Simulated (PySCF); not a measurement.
C2H8BFN2.

```xyz
14

C      1.7564    -0.3516     0.6415
C      0.7474     0.0667    -0.4127
F      0.8575     1.4648    -0.5828
B     -0.7642    -0.3014    -0.0343
N     -1.1362    -1.6639     0.0914
N     -1.6460     0.7753     0.1872
H      1.5166     0.1165     1.6096
H      2.7785    -0.0535     0.3571
H      1.7410    -1.4439     0.7832
H      1.0265    -0.3845    -1.3865
H     -0.5019    -2.4269    -0.1001
H     -2.0699    -1.9737     0.3280
H     -1.3112     1.7230     0.0671
H     -2.6228     0.6962     0.4351
```
Charge 0, spin multiplicity 1.

The structure is a stationary point at r2SCAN-D4/def2-SVP. The structure was generated by enumeration; whether it is a known compound was not checked. The values are those of a single conformer.

Calculation: PySCF with PBE0/pcSseg-1. Non-relativistic, no solvent.

Computed absolute GIAO shielding of each atom: isotropic value and principal components (ppm):
```json
[
 {"atom": "C1", "σ(iso)": "162.7", "σ11": "144.0", "σ22": "162.7", "σ33": "181.2", "span": "37.2"},
 {"atom": "C2", "σ(iso)": "98.0", "σ11": "55.4", "σ22": "72.9", "σ33": "165.7", "span": "110.3"},
 {"atom": "F3", "σ(iso)": "415.7", "σ11": "389.6", "σ22": "402.6", "σ33": "454.8", "span": "65.2"},
 {"atom": "B4", "σ(iso)": "72.6", "σ11": "45.1", "σ22": "60.2", "σ33": "112.4", "span": "67.3"},
 {"atom": "N5", "σ(iso)": "208.0", "σ11": "162.5", "σ22": "213.8", "σ33": "247.7", "span": "85.2"},
 {"atom": "N6", "σ(iso)": "202.3", "σ11": "148.4", "σ22": "219.3", "σ33": "239.1", "span": "90.7"},
 {"atom": "H7", "σ(iso)": "29.9", "σ11": "26.4", "σ22": "28.6", "σ33": "34.6", "span": "8.2"},
 {"atom": "H8", "σ(iso)": "29.6", "σ11": "25.8", "σ22": "27.2", "σ33": "35.8", "span": "9.9"},
 {"atom": "H9", "σ(iso)": "30.4", "σ11": "26.0", "σ22": "29.5", "σ33": "35.7", "span": "9.7"},
 {"atom": "H10", "σ(iso)": "26.9", "σ11": "24.0", "σ22": "26.8", "σ33": "29.9", "span": "5.8"},
 {"atom": "H11", "σ(iso)": "29.7", "σ11": "23.5", "σ22": "28.2", "σ33": "37.4", "span": "13.9"},
 {"atom": "H12", "σ(iso)": "29.3", "σ11": "23.2", "σ22": "26.1", "σ33": "38.6", "span": "15.4"},
 {"atom": "H13", "σ(iso)": "28.2", "σ11": "21.0", "σ22": "28.3", "σ33": "35.2", "span": "14.2"},
 {"atom": "H14", "σ(iso)": "29.2", "σ11": "23.5", "σ22": "25.7", "σ33": "38.2", "span": "14.7"}
]
```
